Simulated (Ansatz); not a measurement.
CH2O2, SMILES `O[C]O` (lower singlet; H–O–C–O torsion 0°, O–C–O–H torsion -180°) (charge 0, multiplicity 1). This singlet lies 2.57 eV below the relaxed triplet at the level frozen-core CCSD(T)/cc-pVTZ // PBE0-D3(BJ)/def2-TZVP (Ansatz, a quantum-chemistry and plane-wave program).

Cartesian coordinates (Å):
SMILES: O[C]O
```xyz
5

O     -1.2028    -0.3575     0.1737
C      0.0573    -0.6463     0.3319
O      0.7668     0.3564    -0.1766
H     -1.3186     0.5080    -0.2710
H      1.6972     0.1394    -0.0579
```
Charge 0, spin multiplicity 1.

Frozen-core energies in cc-pVDZ from Ansatz at a geometry from PBE0-D3(BJ)/def2-TZVP; the HF reference has <S^2> = 0.00 and the T1 diagnostic is 0.018.

```csv
level,energy (Ha)
HF,-188.71856
MP2,-189.20691
CCSD,-189.22655
```

Task: Estimate the energies of CCSD(T), CCSDT and CCSDT(Q), and give each level's difference from CCSDT(Q).

Result: 
```csv
level,energy (Ha),difference from CCSDT(Q) (mHa)
MP2,-189.20691,35.87
CCSD,-189.22655,16.24
CCSD(T),-189.24069,2.10
CCSDT,-189.24127,1.52
CCSDT(Q),-189.24279,0.00
```
